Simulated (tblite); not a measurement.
Record of a relaxation.

C4H13BrSi2.
Atom-mapped SMILES: `[CH3:1][SiH:2]([CH3:3])[SiH2:4][CH2:5][CH2:6][Br:7]` (hydrogens: H8, H9, H10 on C1; H11 on Si2; H12, H13, H14 on C3; H15, H16 on Si4; H17, H18 on C5; H19, H20 on C6)

Computed with GFN2-xTB (tblite), gas phase: L-BFGS steps from a force-field or distance-geometry start until the largest atomic force falls under 0.01 eV/Å. 9 of its 65 geometries are shown.

Step 0: E = -617.7610 eV, largest atomic force 1.661 eV/Å
```
atom  x, y, z in Å  |  force x, y, z in eV/Å
C1     -1.992    1.250    0.488   -0.785   0.927   0.761
Si2    -1.475   -0.176   -0.566    1.449  -0.159  -0.797
C3     -2.570   -1.650   -0.326   -1.180  -0.540   0.156
Si4     0.687   -0.770    0.036   -0.894  -1.136   0.437
C5      1.821    0.681   -0.216    0.648   0.692  -0.312
C6      3.273    0.413    0.125   -0.227  -0.004   0.385
Br7     4.336    2.022   -0.197    0.227   0.109  -0.001
H8     -1.987    1.001    1.557   -0.011   0.083  -0.320
H9     -3.013    1.563    0.232    0.241   0.035   0.178
H10    -1.347    2.114    0.351   -0.048  -0.028   0.019
H11    -1.477    0.225   -1.988   -0.184   0.036  -0.007
H12    -2.596   -1.984    0.714    0.014   0.045  -0.216
H13    -2.262   -2.488   -0.939    0.039  -0.073  -0.006
H14    -3.604   -1.404   -0.615    0.304  -0.199   0.150
H15     0.714   -1.167    1.478    0.222   0.051  -0.371
H16     1.145   -1.928   -0.762    0.147   0.147   0.190
H17     1.454    1.530    0.375    0.158  -0.111  -0.093
H18     1.750    0.988   -1.274    0.102  -0.006   0.299
H19     3.718   -0.371   -0.485   -0.090   0.019  -0.040
H20     3.419    0.163    1.190   -0.131   0.111  -0.413
```

Step 8: E = -617.9234 eV, largest atomic force 0.167 eV/Å
```
atom  x, y, z in Å  |  force x, y, z in eV/Å
C1     -2.019    1.281    0.489   -0.032   0.040   0.034
Si2    -1.450   -0.175   -0.601    0.066  -0.019   0.017
C3     -2.606   -1.660   -0.341   -0.049  -0.038   0.015
Si4     0.683   -0.825    0.057   -0.053  -0.005   0.010
C5      1.829    0.682   -0.221    0.049   0.072  -0.016
C6      3.266    0.424    0.123    0.038  -0.036   0.022
Br7     4.396    2.023   -0.186   -0.024  -0.081   0.019
H8     -2.000    1.015    1.543    0.006  -0.046   0.014
H9     -3.030    1.602    0.261   -0.030  -0.006  -0.049
H10    -1.371    2.144    0.368    0.003   0.005  -0.043
H11    -1.523    0.243   -2.019   -0.042  -0.010   0.074
H12    -2.606   -1.983    0.697    0.011   0.028   0.046
H13    -2.288   -2.512   -0.934   -0.009   0.013  -0.050
H14    -3.635   -1.439   -0.607   -0.018   0.021  -0.038
H15     0.791   -1.199    1.484    0.080   0.004  -0.147
H16     1.222   -1.951   -0.727    0.060   0.055   0.103
H17     1.473    1.523    0.374   -0.082   0.032   0.029
H18     1.770    0.994   -1.264   -0.065   0.004  -0.068
H19     3.697   -0.359   -0.495    0.050  -0.017   0.005
H20     3.395    0.181    1.175    0.042  -0.017   0.021
```

Step 16: E = -617.9352 eV, largest atomic force 0.056 eV/Å
```
atom  x, y, z in Å  |  force x, y, z in eV/Å
C1     -2.028    1.283    0.489   -0.009   0.005   0.017
Si2    -1.454   -0.179   -0.592    0.030  -0.007  -0.011
C3     -2.617   -1.661   -0.341   -0.016  -0.015   0.012
Si4     0.687   -0.817    0.048   -0.001  -0.035   0.025
C5      1.830    0.690   -0.225    0.032   0.044  -0.012
C6      3.265    0.420    0.124    0.043  -0.001   0.007
Br7     4.412    2.004   -0.177   -0.017  -0.027   0.007
H8     -2.007    1.014    1.541   -0.015   0.012   0.024
H9     -3.039    1.601    0.253   -0.017  -0.025  -0.017
H10    -1.381    2.146    0.360    0.006  -0.004  -0.011
H11    -1.548    0.244   -2.003   -0.002  -0.001  -0.004
H12    -2.615   -1.979    0.697   -0.024  -0.022   0.018
H13    -2.300   -2.509   -0.941    0.003  -0.004  -0.007
H14    -3.643   -1.435   -0.613   -0.008   0.032  -0.001
H15     0.841   -1.206    1.460    0.005   0.022   0.016
H16     1.271   -1.944   -0.693    0.024  -0.001  -0.041
H17     1.464    1.528    0.370   -0.004   0.034   0.030
H18     1.762    1.001   -1.268    0.015   0.015  -0.048
H19     3.701   -0.365   -0.490   -0.017  -0.020  -0.028
H20     3.397    0.173    1.175   -0.028  -0.001   0.024
```

Step 24: E = -617.9396 eV, largest atomic force 0.059 eV/Å
```
atom  x, y, z in Å  |  force x, y, z in eV/Å
C1     -2.035    1.275    0.492   -0.002   0.001  -0.003
Si2    -1.446   -0.190   -0.579   -0.010   0.002  -0.004
C3     -2.625   -1.661   -0.334   -0.004  -0.004  -0.005
Si4     0.706   -0.814    0.045   -0.056  -0.015   0.008
C5      1.833    0.704   -0.232    0.021   0.010   0.000
C6      3.263    0.414    0.124    0.040   0.021   0.000
Br7     4.425    1.984   -0.168    0.028   0.000   0.006
H8     -2.024    1.027    1.550    0.001  -0.005  -0.011
H9     -3.047    1.578    0.238    0.002  -0.005   0.002
H10    -1.392    2.140    0.352   -0.014   0.006   0.008
H11    -1.558    0.240   -1.990    0.025  -0.021   0.026
H12    -2.640   -1.992    0.701    0.001   0.003  -0.007
H13    -2.315   -2.506   -0.943   -0.018  -0.014   0.006
H14    -3.644   -1.413   -0.614    0.002   0.001   0.004
H15     0.870   -1.192    1.460    0.004   0.006  -0.007
H16     1.308   -1.928   -0.704   -0.005   0.009  -0.014
H17     1.472    1.541    0.368   -0.004   0.013   0.000
H18     1.774    1.018   -1.276   -0.004   0.007  -0.011
H19     3.688   -0.375   -0.492   -0.002  -0.006   0.004
H20     3.381    0.163    1.177   -0.002  -0.009  -0.002
```

Step 32: E = -617.9413 eV, largest atomic force 0.025 eV/Å
```
atom  x, y, z in Å  |  force x, y, z in eV/Å
C1     -2.042    1.272    0.492   -0.006  -0.018  -0.006
Si2    -1.448   -0.197   -0.570    0.011   0.004  -0.017
C3     -2.633   -1.666   -0.333    0.005   0.017   0.007
Si4     0.709   -0.805    0.044   -0.018   0.002   0.005
C5      1.840    0.713   -0.235    0.010   0.006   0.002
C6      3.268    0.416    0.124    0.010   0.001   0.002
Br7     4.453    1.972   -0.158   -0.013  -0.019   0.004
H8     -2.031    1.026    1.551   -0.009   0.004  -0.007
H9     -3.055    1.566    0.234    0.002   0.003   0.013
H10    -1.406    2.143    0.353   -0.014  -0.020  -0.004
H11    -1.542    0.225   -1.983    0.001  -0.006  -0.001
H12    -2.651   -1.997    0.702   -0.010   0.001  -0.003
H13    -2.335   -2.515   -0.941   -0.005   0.022   0.005
H14    -3.650   -1.404   -0.612    0.002  -0.017   0.009
H15     0.883   -1.183    1.458    0.008  -0.004  -0.008
H16     1.312   -1.911   -0.717   -0.008   0.001   0.002
H17     1.479    1.551    0.364    0.010   0.010   0.002
H18     1.780    1.026   -1.279    0.009   0.002  -0.003
H19     3.686   -0.378   -0.492    0.006   0.006  -0.003
H20     3.378    0.158    1.175    0.008   0.006   0.000
```

Step 40: E = -617.9420 eV, largest atomic force 0.017 eV/Å
```
atom  x, y, z in Å  |  force x, y, z in eV/Å
C1     -2.051    1.266    0.490   -0.005   0.003  -0.001
Si2    -1.450   -0.199   -0.570    0.001   0.004  -0.007
C3     -2.639   -1.664   -0.329   -0.003   0.000  -0.002
Si4     0.709   -0.797    0.044    0.006   0.011   0.002
C5      1.847    0.719   -0.235    0.015   0.007   0.000
C6      3.274    0.414    0.125   -0.006  -0.006   0.002
Br7     4.466    1.964   -0.152   -0.006  -0.003  -0.001
H8     -2.039    1.021    1.549    0.000   0.002  -0.008
H9     -3.066    1.560    0.236    0.000  -0.005  -0.002
H10    -1.417    2.137    0.349   -0.010   0.002   0.007
H11    -1.534    0.215   -1.987   -0.011   0.000   0.005
H12    -2.658   -1.996    0.706    0.007   0.000  -0.007
H13    -2.343   -2.511   -0.940    0.000  -0.004   0.010
H14    -3.656   -1.403   -0.606    0.003   0.004   0.003
H15     0.894   -1.183    1.454   -0.002   0.002   0.001
H16     1.306   -1.901   -0.723    0.000  -0.005  -0.006
H17     1.492    1.561    0.362    0.001  -0.007   0.001
H18     1.790    1.031   -1.280    0.002  -0.003   0.004
H19     3.689   -0.380   -0.493    0.002   0.002   0.010
H20     3.382    0.156    1.177    0.006  -0.005  -0.009
```

Step 48: E = -617.9424 eV, largest atomic force 0.016 eV/Å
```
atom  x, y, z in Å  |  force x, y, z in eV/Å
C1     -2.059    1.264    0.487   -0.004   0.005   0.008
Si2    -1.450   -0.198   -0.573   -0.009   0.008  -0.010
C3     -2.639   -1.662   -0.328   -0.001  -0.007   0.007
Si4     0.711   -0.791    0.043   -0.004   0.008   0.001
C5      1.853    0.721   -0.234    0.015   0.004   0.000
C6      3.280    0.411    0.127   -0.012  -0.011   0.002
Br7     4.470    1.962   -0.151    0.008  -0.005   0.002
H8     -2.045    1.016    1.545   -0.007   0.004   0.000
H9     -3.076    1.551    0.233    0.006  -0.008  -0.001
H10    -1.431    2.140    0.350   -0.006  -0.002  -0.004
H11    -1.544    0.212   -1.990    0.001   0.004   0.001
H12    -2.654   -1.992    0.707   -0.001   0.001   0.007
H13    -2.346   -2.513   -0.935    0.002   0.005  -0.004
H14    -3.657   -1.400   -0.601    0.012  -0.002   0.003
H15     0.897   -1.180    1.451   -0.006   0.001  -0.001
H16     1.301   -1.895   -0.729    0.007  -0.009  -0.006
H17     1.502    1.564    0.364   -0.001  -0.011  -0.007
H18     1.801    1.034   -1.278   -0.005  -0.001   0.010
H19     3.693   -0.383   -0.491    0.002   0.008   0.002
H20     3.389    0.150    1.178    0.002   0.006  -0.008
```

Step 56: E = -617.9427 eV, largest atomic force 0.017 eV/Å
```
atom  x, y, z in Å  |  force x, y, z in eV/Å
C1     -2.069    1.263    0.486   -0.002   0.001  -0.001
Si2    -1.452   -0.195   -0.576    0.002  -0.001   0.003
C3     -2.636   -1.661   -0.323    0.003   0.002   0.000
Si4     0.711   -0.787    0.037    0.003  -0.001   0.000
C5      1.861    0.720   -0.233   -0.001   0.006  -0.003
C6      3.286    0.409    0.127   -0.007  -0.015   0.003
Br7     4.483    1.954   -0.147    0.004   0.009  -0.002
H8     -2.055    1.015    1.544   -0.001   0.001  -0.003
H9     -3.088    1.540    0.230    0.000   0.004   0.002
H10    -1.449    2.144    0.349   -0.005   0.001  -0.002
H11    -1.553    0.215   -1.993    0.004   0.001   0.006
H12    -2.648   -1.989    0.713    0.004   0.002  -0.003
H13    -2.346   -2.512   -0.931    0.001   0.002   0.002
H14    -3.655   -1.398   -0.594    0.002  -0.009   0.002
H15     0.893   -1.176    1.446   -0.005  -0.005   0.001
H16     1.300   -1.892   -0.735    0.002  -0.002  -0.001
H17     1.510    1.561    0.367   -0.003   0.007  -0.004
H18     1.808    1.036   -1.277    0.000   0.009  -0.003
H19     3.700   -0.386   -0.491    0.001  -0.009  -0.005
H20     3.394    0.148    1.178   -0.001  -0.005   0.007
```

Step 64: E = -617.9429 eV, largest atomic force 0.008 eV/Å
```
atom  x, y, z in Å  |  force x, y, z in eV/Å
C1     -2.077    1.264    0.485    0.001   0.001   0.000
Si2    -1.452   -0.191   -0.576   -0.004   0.000  -0.001
C3     -2.633   -1.661   -0.320    0.004  -0.001   0.000
Si4     0.712   -0.784    0.032   -0.005   0.002   0.000
C5      1.865    0.722   -0.234   -0.006   0.001   0.000
C6      3.289    0.405    0.127   -0.006  -0.005   0.001
Br7     4.490    1.948   -0.145    0.001   0.001   0.000
H8     -2.062    1.016    1.543    0.001   0.005   0.001
H9     -3.097    1.536    0.229    0.000  -0.001   0.000
H10    -1.462    2.148    0.347    0.000   0.003   0.002
H11    -1.554    0.220   -1.992    0.002   0.001  -0.005
H12    -2.640   -1.987    0.716    0.002  -0.004  -0.003
H13    -2.341   -2.511   -0.928    0.003  -0.001   0.003
H14    -3.654   -1.403   -0.587    0.004  -0.001   0.001
H15     0.885   -1.177    1.442    0.005   0.000  -0.003
H16     1.301   -1.891   -0.738   -0.002   0.008   0.002
H17     1.515    1.562    0.367    0.002   0.002   0.006
H18     1.815    1.042   -1.277    0.001  -0.006  -0.004
H19     3.701   -0.390   -0.491   -0.003  -0.002  -0.004
H20     3.395    0.142    1.178   -0.002  -0.002   0.003
```

**Question.** Summarise the path.

**Answer.** The energy falls by 4.19 kcal/mol from step 0 to step 64; nine tenths of that is first reached at step 9. It falls at every step. The largest force goes from 1.661 to 0.008 eV/Å. Among the bonds C1–Si2 changes most, from 1.847 to 1.907 Å; the atoms move by 0.091 Å rms after alignment.

**Question.** Follow the three bonds and two angles with the largest change from start to end.

**Answer.** 
| step | E above end (kcal/mol) | largest force (eV/Å) | C1–Si2 (Å) | Si4–C5 (Å) | Si2–C3 (Å) | Si2–Si4–H15 (°) | Si2–Si4–H16 (°) |
| --- | --- | --- | --- | --- | --- | --- | --- |
| 0 | 4.19 | 1.661 | 1.847 | 1.859 | 1.851 | 109.5 | 110.4 |
| 3 | 1.33 | 0.248 | 1.900 | 1.912 | 1.898 | 112.1 | 111.3 |
| 6 | 0.68 | 0.232 | 1.907 | 1.911 | 1.902 | 113.6 | 112.6 |
| 8 | 0.45 | 0.167 | 1.906 | 1.913 | 1.901 | 114.2 | 113.5 |
| 11 | 0.27 | 0.127 | 1.910 | 1.920 | 1.904 | 115.2 | 114.8 |
| 14 | 0.20 | 0.058 | 1.909 | 1.912 | 1.903 | 115.6 | 115.6 |
| 17 | 0.16 | 0.059 | 1.905 | 1.913 | 1.899 | 115.7 | 116.2 |
| 19 | 0.12 | 0.087 | 1.905 | 1.917 | 1.899 | 115.9 | 116.6 |
| 22 | 0.09 | 0.046 | 1.907 | 1.914 | 1.901 | 115.6 | 116.6 |
| 25 | 0.07 | 0.057 | 1.907 | 1.911 | 1.901 | 115.4 | 116.5 |
| 28 | 0.05 | 0.040 | 1.906 | 1.914 | 1.901 | 115.5 | 116.5 |
| 31 | 0.04 | 0.027 | 1.908 | 1.914 | 1.902 | 115.5 | 116.2 |
| 33 | 0.03 | 0.030 | 1.908 | 1.914 | 1.903 | 115.5 | 116.0 |
| 36 | 0.03 | 0.019 | 1.907 | 1.915 | 1.902 | 115.8 | 115.8 |
| 39 | 0.02 | 0.021 | 1.907 | 1.915 | 1.902 | 115.9 | 115.7 |
| 42 | 0.02 | 0.013 | 1.906 | 1.915 | 1.902 | 115.9 | 115.5 |
| 45 | 0.01 | 0.017 | 1.906 | 1.915 | 1.902 | 116.0 | 115.3 |
| 47 | 0.01 | 0.015 | 1.906 | 1.915 | 1.902 | 116.0 | 115.2 |
| 50 | 0.01 | 0.012 | 1.907 | 1.915 | 1.902 | 116.0 | 115.1 |
| 53 | 0.01 | 0.014 | 1.907 | 1.915 | 1.903 | 116.0 | 115.1 |
| 56 | 0.00 | 0.017 | 1.907 | 1.915 | 1.902 | 115.8 | 115.2 |
| 58 | 0.00 | 0.011 | 1.906 | 1.915 | 1.902 | 115.7 | 115.2 |
| 61 | 0.00 | 0.016 | 1.906 | 1.916 | 1.902 | 115.5 | 115.2 |
| 64 | 0.00 | 0.008 | 1.907 | 1.916 | 1.902 | 115.3 | 115.3 |

The cost below is that of the whole relaxation. Hardware: Arm Neoverse V1, one thread, no GPU, on a shared host. Cost: 0.61 s of wall time.
